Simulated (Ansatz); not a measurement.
```yaml
crystal:
  periodic: [false, false, false]
  atoms:
    - {symbol: C, position_ang: [-1.096506, -2.700632, -1.141006]}
    - {symbol: C, position_ang: [-0.952236, -1.209333, -0.150067]}
    - {symbol: C, position_ang: [-1.960535, -1.465791, 1.234229]}
    - {symbol: N, position_ang: [-1.568252, 0.037507, -0.855942]}
    - {symbol: Ti, position_ang: [-0.567009, 1.231538, -1.835539]}
    - {symbol: Cl, position_ang: [-1.337880, 3.207509, -0.850383]}
    - {symbol: Cl, position_ang: [-0.623397, 0.934013, -3.671062]}
    - {symbol: N, position_ang: [1.185907, 1.204829, -1.231869]}
    - {symbol: C, position_ang: [2.005790, 1.394880, 0.201189]}
    - {symbol: C, position_ang: [0.850048, 1.847657, 1.381504]}
    - {symbol: C, position_ang: [2.861274, 0.313024, 0.432922]}
    - {symbol: H, position_ang: [-0.784313, -3.725100, -0.436462]}
    - {symbol: H, position_ang: [-0.704197, -2.460420, -1.819651]}
    - {symbol: H, position_ang: [-2.274196, -2.597319, -1.337308]}
    - {symbol: H, position_ang: [-0.190963, -1.093812, 0.179063]}
    - {symbol: H, position_ang: [-2.930227, -1.585598, 1.030685]}
    - {symbol: H, position_ang: [-1.923899, -0.534313, 1.714106]}
    - {symbol: H, position_ang: [-1.656455, -2.094966, 1.890801]}
    - {symbol: H, position_ang: [-2.643159, -0.248225, -1.220641]}
    - {symbol: H, position_ang: [1.627707, 1.297088, -1.949628]}
    - {symbol: H, position_ang: [2.662062, 2.511220, 0.107531]}
    - {symbol: H, position_ang: [0.257028, 2.635488, 1.212247]}
    - {symbol: H, position_ang: [0.111380, 0.555716, 1.703363]}
    - {symbol: H, position_ang: [1.357472, 1.994461, 2.481466]}
    - {symbol: H, position_ang: [3.358456, 0.134564, -0.054279]}
    - {symbol: H, position_ang: [3.492458, 0.583930, 1.645258]}
    - {symbol: H, position_ang: [2.349033, -0.496147, 0.722380]}
basis:
  gaussian: {orbitals: ANO-RCC-VTZP, final_grid: {core_spheres: 1, valence_spheres: 1, degree: 1}}
magnetization: {spin_polarized: true, initial_magnetization: 2}
hamiltonian: {xc: {name: PBE}}
scf: {lower_state_search: off}
output: {forces: true}
```

```sh
$ ansatz run in.yaml --threads 11 --pin off --events-out ev --progress --plain --max-ram 174080MiB --backend cuda --devices 0, --max-vram 75GiB
```

Shortened log:

```
Functional definition: PBE
3845 factors; their error is unknown
mean field evaluation 1: about -57724.1457 eV, gradient 1.1e2 eV
mean field evaluation 2: about -57096.5494 eV, gradient 2.9e2 eV
mean field evaluation 4: about -57762.7400 eV, gradient 6.2e1 eV
mean field evaluation 8: about -57782.8316 eV, gradient 2.1e1 eV
mean field evaluation 16: about -57701.1933 eV, gradient 4.1e2 eV
mean field evaluation 32: about -58729.2863 eV, gradient 8.8e0 eV
a density is far from that of the atoms, so the factors are made again for it
5990 factors; integrals over basis functions are off by at most 7.3e-5 eV
mean field evaluation 64: about -57784.9184 eV, gradient 5.2e-1 eV
mean field -58740.11579909 eV, -2158.6594401360 hartree, gradient 5.4e-6 eV, S^2 16.157260; 0 other end points of the search recorded, 0 dependent functions left out
reference -58740.11579957 eV, -2158.6594401538 hartree; 62, 60 occupied and 529, 531 virtual orbitals, 5990 factors
Total energy: -58740.11579957 eV, -2158.6594401538 hartree
Relativity: scalar
Atom 0 at    -1.096506    -2.700632    -1.141006 Å, force   -23.461680    26.679816    28.090369 eV/Å
Atom 1 at    -0.952236    -1.209333    -0.150067 Å, force   -44.960459    -0.500033     3.009586 eV/Å
Atom 2 at    -1.960535    -1.465791     1.234229 Å, force    32.001763     5.140965   -21.057119 eV/Å
Atom 3 at    -1.568252     0.037507    -0.855942 Å, force    18.271195    -5.635848    30.534759 eV/Å
Atom 4 at    -0.567009     1.231538    -1.835539 Å, force     0.219182   -12.938947   -12.396034 eV/Å
Atom 5 at    -1.337880     3.207509    -0.850383 Å, force     7.021539    -2.284879    10.077876 eV/Å
Atom 6 at    -0.623397     0.934013    -3.671062 Å, force     0.149915   -13.107344   -23.726987 eV/Å
Atom 7 at     1.185907     1.204829    -1.231869 Å, force   -16.796768    15.913036     6.811559 eV/Å
Atom 8 at     2.005790     1.394880     0.201189 Å, force    13.563046   -28.495506    39.999992 eV/Å
Atom 9 at     0.850048     1.847657     1.381504 Å, force    29.593958   -44.382684     1.713264 eV/Å
Atom 10 at     2.861274     0.313024     0.432922 Å, force    -0.759778    14.141439    35.875803 eV/Å
Atom 11 at    -0.784313    -3.725100    -0.436462 Å, force     1.126795     1.643232     2.185480 eV/Å
Atom 12 at    -0.704197    -2.460420    -1.819651 Å, force    15.882080    -1.749391   -20.320127 eV/Å
Atom 13 at    -2.274196    -2.597319    -1.337308 Å, force    12.045691    -6.100388     5.269610 eV/Å
Atom 14 at    -0.190963    -1.093812     0.179063 Å, force    17.502997     2.873568    -3.782797 eV/Å
Atom 15 at    -2.930227    -1.585598     1.030685 Å, force     1.987481     8.821746    17.424457 eV/Å
Atom 16 at    -1.923899    -0.534313     1.714106 Å, force   -12.965168   -23.436194   -15.789693 eV/Å
Atom 17 at    -1.656455    -2.094966     1.890801 Å, force    -0.747817    18.825154   -10.130985 eV/Å
Atom 18 at    -2.643159    -0.248225    -1.220641 Å, force    11.515556     5.731124     3.636582 eV/Å
Atom 19 at     1.627707     1.297088    -1.949628 Å, force    -1.136102     3.210832    -2.331908 eV/Å
Atom 20 at     2.662062     2.511220     0.107531 Å, force   -11.925356    -9.230684    -1.116554 eV/Å
Atom 21 at     0.257028     2.635488     1.212247 Å, force   -18.013853    17.349973   -12.937237 eV/Å
Atom 22 at     0.111380     0.555716     1.703363 Å, force     8.013355    14.782793   -15.010132 eV/Å
Atom 23 at     1.357472     1.994461     2.481466 Å, force    -3.672523    -6.072704     0.109197 eV/Å
Atom 24 at     3.358456     0.134564    -0.054279 Å, force    -6.073755    18.658475   -13.166020 eV/Å
Atom 25 at     3.492458     0.583930     1.645258 Å, force    -8.177022    -1.507611   -19.843197 eV/Å
Atom 26 at     2.349033    -0.496147     0.722380 Å, force   -20.204273     1.670059   -13.129746 eV/Å
Dipole moment:     4.242921    -7.836283     7.221379 e Å
Checks for a lower state left out: stability, starts, cluster_reference, orbital_swaps, neighbouring_geometries, increment
```

In this input the integration grid is far too coarse. Self-consistency was reached. The result belongs to that input, not to the molecule as meant.
